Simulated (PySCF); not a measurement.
**Mg (magnesium, neutral) across methods**

[Ne] 3s2, closed-shell 1S. Calculation: PySCF 2.14, in aug-cc-pVQZ with one added diffuse shell each of s, p, d, f, g type (8s7p5d4f3g, 109 functions); no relativity, point nucleus.

```
method  E (hartree)  mean ε 2s (eV)  mean ε 2p (eV)  mean ε 3s (eV)  Σ⟨r²⟩ (bohr²)   ⟨S²⟩
 wB97X    -200.0636         -87.520         -53.236          -7.319          28.29  0.000
r2SCAN    -200.0409         -82.933         -48.410          -4.812          28.50  0.000
PBEsol    -199.5122         -79.527         -46.855          -4.674          28.29  0.000
  BP86    -200.0895         -79.958         -47.103          -4.811          28.08  0.000
   LDA    -199.1308         -79.250         -47.063          -4.775          28.03  0.000
   PBE    -199.9501         -79.813         -46.953          -4.700          28.26  0.000
   UHF   -199.61423         -102.52         -62.102          -6.886          29.61  0.000
  PBE0    -199.9679         -85.758         -50.977          -5.427          28.32  0.000
```
